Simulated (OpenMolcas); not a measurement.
Ti2+ (d2) among equal point charges was computed by CASSCF with the d shell active (OpenMolcas, ANO-RCC-VDZP on the metal). Its lowest spin-free states, and all those of the highest spin:

```json
{"2S+1": "3", "Degeneracy": "3", "E (cm-1)": "0.0"}
{"2S+1": "3", "Degeneracy": "3", "E (cm-1)": "10269"}
{"2S+1": "1", "Degeneracy": "3", "E (cm-1)": "10648"}
{"2S+1": "1", "Degeneracy": "2", "E (cm-1)": "10936"}
{"2S+1": "3", "Degeneracy": "3", "E (cm-1)": "21380"}
{"2S+1": "1", "Degeneracy": "1", "E (cm-1)": "21742"}
{"2S+1": "1", "Degeneracy": "3", "E (cm-1)": "23455"}
{"2S+1": "3", "Degeneracy": "1", "E (cm-1)": "23573"}
{"2S+1": "1", "Degeneracy": "3", "E (cm-1)": "26146"}
{"2S+1": "1", "Degeneracy": "2", "E (cm-1)": "38077"}
{"2S+1": "1", "Degeneracy": "1", "E (cm-1)": "56026"}
```

Question: Is the site octahedral, tetrahedral or cube-like, axial, or of lower symmetry?

Answer: The states with 2S+1 = 3 have orbital degeneracies 3, 3, 3, 1. Threefold states need a cubic site. For d2 at this spin an octahedron puts the threefold T1 below the threefold T2 and a tetrahedron or cube puts the single A2 below the threefold T2, so the site is octahedral. The run had Ti2+ among 6 point charges of -2 e arranged as an octahedron (Oh), 2.04 Å from the ion.

An orbital triplet at a regular site is open to Jahn-Teller coupling, which can distort the site and quench the lowest spin-orbit gaps and is left out. Without dynamic correlation the repulsion within the d shell is too large (B by tens of per cent), so at a given field states of lower spin stand too high. This is an electrostatic model: the charges have no orbitals. No measured value stands beside these numbers.
